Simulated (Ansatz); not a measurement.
This geometry of C2H6ClFOSi (12 atoms, charge 0, multiplicity 1) is a first-order saddle point.

These are results of RKS PBE0-D4/def2-SVP (Ansatz 0.2.0), not measurements.

```xyz
12
Properties=species:S:1:pos:R:3
O -1.449 -1.226 0.397
C -0.050 -1.420 0.250
Si 0.754 0.286 0.433
C -0.110 1.410 -0.846
F 0.114 0.923 -2.100
Cl 0.533 3.077 -0.722
H -1.755 -1.727 1.157
H 0.168 -1.840 -0.750
H 0.364 -2.137 0.981
H 2.215 0.277 0.131
H 0.491 0.837 1.794
H -1.198 1.485 -0.691
```

(1) Which two structures does it join? (They come from a converged band through this point; their orientation in space is the band's.)

(2) How far does it lie above each of them?

Answers

(1) No bond is made or broken. The dihedral H7–O1–C2–H9 goes from -64 to 56°.

Initial state:

```xyz
12
Properties=species:S:1:pos:R:3
O -1.414 -1.154 0.632
C -0.044 -1.378 0.380
Si 0.782 0.321 0.459
C -0.129 1.409 -0.821
F -0.019 0.839 -2.056
Cl 0.583 3.050 -0.847
H -1.891 -1.983 0.525
H 0.141 -1.802 -0.628
H 0.422 -2.071 1.109
H 2.218 0.235 0.068
H 0.626 0.942 1.805
H -1.199 1.537 -0.594
```

Final state:

```xyz
12
Properties=species:S:1:pos:R:3
O -1.444 -1.398 0.417
C -0.042 -1.467 0.226
Si 0.715 0.258 0.444
C -0.111 1.368 -0.873
F 0.196 0.896 -2.115
Cl 0.472 3.052 -0.705
H -1.612 -1.243 1.353
H 0.125 -1.787 -0.816
H 0.442 -2.234 0.862
H 2.191 0.296 0.233
H 0.351 0.797 1.789
H -1.207 1.408 -0.780
```

(2) 0.065 eV above the first and 0.037 eV above the second. This is the barrier of this one path; another mechanism may lie lower.

Run time: 2.1 min on 2 threads of Arm Neoverse V2, with other jobs on the host, peak memory 0.31 GiB.
